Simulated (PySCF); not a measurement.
Computed shifts of a molecule C₆H₈, HF/pcSseg-1 in PySCF, GIAO, gas phase, equivalent atoms averaged, in ppm (number of nuclei): ¹³C: 90.9 (1), 78.2 (1), 9.0 (2), 5.5 (1), -2.9 (1). ¹H: 2.14 (3), 1.12 (1), 0.88 (4). References: ¹³C against TMS (σ = 192.6 ppm); ¹H against TMS (σ = 31.99 ppm), references at their B3LYP-D3(BJ)/def2-TZVP geometries, non-relativistic. Geometry optimised at B3LYP-D3(BJ)/def2-SVP. Other conformers were not sampled.

Q: Which structure fits?
A. C#CC1(C)CC1
B. C=C1CC(=C)C1
C. C=C=C1CCC1
D. CC#CC1CC1

A: D, CC#CC1CC1
